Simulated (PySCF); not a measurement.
C8H11BO.
SMILES: `CCCC#CC#CBOC`

Torsions of this conformer, `[CH3:1][CH2:2][CH2:3][C:4]#[C:5][C:6]#[C:7][BH:8][O:9][CH3:10]`: C1–C2–C3–C4 -179°, C7–B8–O9–C10 180°.

The closed-shell ground state was solved at several levels (PySCF, density fitting, gas phase, non-relativistic). Isolated species at its PBE0-D3(BJ)/def2-SVP geometry (one conformer only).

```csv
level,basis functions,HOMO (eV),LUMO (eV),gap (eV),dipole (D)
CAM-B3LYP/pcSseg-1,225,-8.14,-0.46,7.68,0.39
PBE0/pcSseg-1,225,-6.94,-1.55,5.39,0.59
```

**Question.** Estimate the row for CAM-B3LYP/def2-SVPD, a basis of 291 functions; the other rows only guide the guess.

**Answer.** HOMO -8.16 eV, LUMO -0.51 eV, gap 7.65 eV, dipole 0.60 D.

**Question.** Over all these levels, which gives the widest orbital gap and which the narrowest?

**Answer.** CAM-B3LYP/pcSseg-1 (range-separated hybrid) has the widest, 7.68 eV, and PBE0/pcSseg-1 (global hybrid, 25 % exact exchange) the narrowest, 5.39 eV. The two share the basis. From the narrowest to the widest the HOMO moves by -1.20 eV and the LUMO by +1.09 eV.

**Question.** How far do the dipole and the HOMO energy spread over the levels?

**Answer.** The dipole runs from 0.39 to 0.60 D (mean 0.53 D) and the HOMO from -8.16 to -6.94 eV.
